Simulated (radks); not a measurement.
The germanium anion Ge4-, [Kr], held by a Watson sphere: a shell of charge +4 at radius R that stands for the Madelung well of a crystal (potential energy -4/R inside, -4/r outside, in hartree with lengths in bohr). Method: scalar-relativistic Kohn-Sham, LDA (Slater exchange, VWN5 correlation), spin-unpolarised, spherical densities, finite nucleus; Fermi nuclear charge, rms radius of each element as measured or else 0.836 A^(1/3) + 0.57 fm; computed with a radial shooting solver on a logarithmic mesh with Libxc functionals. Response by self-consistent Sternheimer equations with the Hartree and adiabatic LDA kernel, the relativistic mass of each level held fixed and spin-orbit coupling left out. The sphere does not respond.

R (bohr)  e(3d) (eV)  e(4s) (eV)  e(4p) (eV)  <r> 4p (bohr)  sum of <r^2> (bohr^2)  X-ray form factor at sin(theta)/lambda = 0.1 1/angstrom  alpha (bohr^3)
2.44         -28.772     -14.851      -7.167          2.658                  70.90                                                   31.801           46.34
2.97         -27.430     -12.972      -6.138          2.952                  83.75                                                   31.304           70.55
3.42         -26.925     -11.778      -5.373          3.206                  95.77                                                   30.913           100.5
3.49         -26.874     -11.621      -5.264          3.247                  97.73                                                   30.856           106.1
3.57         -26.821     -11.450      -5.144          3.292                 100.00                                                   30.792           112.9
4.46         -26.509     -10.086      -4.044          3.812                  127.6                                                   30.172           217.8
5.01         -26.450      -9.618      -3.556          4.139                  147.0                                                   29.883           315.0
